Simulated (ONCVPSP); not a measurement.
## Before and after: ONCV potential for iodine

* Element: I
* Generator: ONCVPSP 4.0.1
* Type: optimised norm-conserving Vanderbilt (ONCV)
* Functional: PBEsol
* Relativity: scalar-relativistic
* Frozen core: [Kr] 4d10
* Valence charge: 7
* Reference configuration: 5s2 5p4 (charge +1)
* Partial waves: 5s: rc 1.70 bohr, ncon 4, nbas 9, qcut 3.4 1/bohr, 3 projectors, debl 1.2 Ha; 5p: rc 1.85 bohr, ncon 3, nbas 8, qcut 3.8 1/bohr, 2 projectors, debl 3.8 Ha
* Local potential: polynomial inside 1.45 bohr (lpopt 5, dvloc0 4 Ha)
* Core correction: Teter function, fcfact 4.5, rcfact 1.65

All-electron outer shells of the reference configuration (PBEsol, scalar-relativistic, ld1.x):

```csv
shell,level (eV),outermost node (bohr),outermost maximum (bohr)
4p,-136.95,0.37,0.72
4d,-59.75,0.35,0.78
5s,-26.31,0.88,1.70
5p,-15.38,0.96,1.97
```

Change: all radii but the core radius scaled by about 1.12 (s 1.90, p 2.06 bohr); local potential polynomial inside 1.62 bohr (lpopt 5, dvloc0 4 Ha).

Cutoffs: the cutoffs (Ha) at which the residual kinetic energy of the hardest occupied pseudo-wave falls to 1 and 0.1 mHa per electron; they do not see the model core or the augmentation charge, which bear on the density cutoff. Errors are all-electron minus pseudo energies relative to the spin-unpolarised reference configuration.

Q: Predict the effect on cutoff, ghosts and configuration errors.

A: The potential gets neither clearly harder nor softer (29 Ha and 76 Ha → 31 Ha and 63 Ha); the bound ghost in s disappears; the errors of the 4 common tests hardly move.

```csv
quantity,base,changed
"cutoff, loose",29 Ha,31 Ha
"cutoff, tight",76 Ha,63 Ha
loose cutoff by channel,"s 29 Ha, p 8.8 Ha","s 31 Ha, p 7.1 Ha"
bound ghosts,s,none
GHOST(+) flags under 300 eV,"s at 100.0 eV, p at 160.6 eV",s at 135.8 eV
"error for 5s2 5p5, meV [ΔE -11.15 eV]",-24,-25
"error for 5s2 5p3, meV [ΔE 19.88 eV]",-55,-57
"error for 5s2 5p2, meV [ΔE 49.27 eV]",-278,-286
"error for 5s1 5p6, meV [ΔE -0.71 eV]",-37,-39
"rms error of d²Exc/dni dnj with the model core, mHa",4.76,4.80
```

 A true bound ghost makes a file unfit for plane-wave use even where its test errors are small: the radial tests pick states by their node count and pass the ghost by.
